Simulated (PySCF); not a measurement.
**Working out the ionisation energy of Se⁺**

Se⁺ [Ar] 3d10 4s2 4p3 (4S) → Se²⁺ [Ar] 3d10 4s2 4p2 (3P). Computed with PySCF 2.14 in aug-cc-pVDZ-DK (6s5p3d, 36 functions), with scalar relativity by spin-free X2C-1e. Frozen: [Ar] 3d10. Energies in hartree (1 hartree = 27.21139 eV):

| part | Se⁺ (lower) | Se²⁺ (upper) |
| --- | --- | --- |
| UHF | -2427.647810 | -2426.881924 |
| CCSD correlation | -0.072142 | -0.060445 |
| (T) | -0.000822 | -0.000597 |

Question: What does Hartree-Fock give?

Answer: (-2426.881924) − (-2427.647810) = 0.765886 hartree = 20.841 eV.

Question: What do CCSD and CCSD(T) give?

Answer: The CCSD correlation energies differ by 0.011697 hartree = 0.318 eV and the triples by 0.000225 hartree = 0.006 eV, so CCSD gives 21.159 eV and CCSD(T) 21.165 eV.

A first-order spin-orbit estimate adds -0.290 eV to CCSD(T) (valence), giving 20.875 eV against 21.196 ± 0.01 eV (measured; NIST Atomic Spectra Database, ionization energies).

A double-zeta basis recovers only part of the correlation energy.

What remains against the reference includes basis incompleteness, the frozen core and higher excitations.
